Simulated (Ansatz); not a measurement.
The same group exchange along the group Ti, Zr, Hf.

Computed with Ansatz on PBE0-D4/def2-TZVP structures; ΔE is electronic, products minus reactants. CBS: MP2 limit from def2 TZ/QZ plus the TZ coupled-cluster correction, frozen cores. This one scheme is used for every species. Functionals use def2-TZVPP. def2 core potentials past Kr. For Hf, Ti, Zr outer-core shells are correlated without core-valence functions, which leaves a few kJ/mol of doubt a bond. Scalar relativity is left out up to krypton. One conformer a species, not always the lowest.

```csv
reaction,PBE0-D4 (kcal/mol),ωB97X-V (kcal/mol),HF/CBS(def2) (kcal/mol),CCSD/CBS(def2) (kcal/mol),CCSD(T)/CBS(def2) (kcal/mol)
`[OH][Ti]12345678([Cl])([C@H]9[C@@H]1[C@@H]2[C@@H]3[C@H]94)[C@H]1[C@@H]5[C@@H]6[C@@H]7[C@H]18` + CH₄ → `[CH3][Ti]12345678([Cl])([C@H]9[C@@H]1[C@@H]2[C@@H]3[C@H]94)[C@H]1[C@@H]5[C@@H]6[C@@H]7[C@H]18` + H₂O,29.3,30.3,32.0,26.4,27.4
`[OH][Zr]12345678([Cl])([C@H]9[C@@H]1[C@@H]2[C@@H]3[C@H]94)[C@H]1[C@@H]5[C@@H]6[C@@H]7[C@H]18` + CH₄ → `[CH3][Zr]12345678([Cl])([C@H]9[C@@H]1[C@@H]2[C@@H]3[C@H]94)[C@H]1[C@@H]5[C@@H]6[C@@H]7[C@H]18` + H₂O,35.1,37.2,39.7,34.1,33.7
`[OH][Hf]12345678([Cl])([C@H]9[C@@H]1[C@@H]2[C@@H]3[C@H]94)[C@H]1[C@@H]5[C@@H]6[C@@H]7[C@H]18` + CH₄ → `[CH3][Hf]12345678([Cl])([C@H]9[C@@H]1[C@@H]2[C@@H]3[C@H]94)[C@H]1[C@@H]5[C@@H]6[C@@H]7[C@H]18` + H₂O,35.7,37.8,40.3,35.1,34.7
```

Largest T1 diagnostic: 0.019, for `[OH][Ti]12345678([Cl])([C@H]9[C@@H]1[C@@H]2[C@@H]3[C@H]94)[C@H]1[C@@H]5[C@@H]6[C@@H]7[C@H]18`.
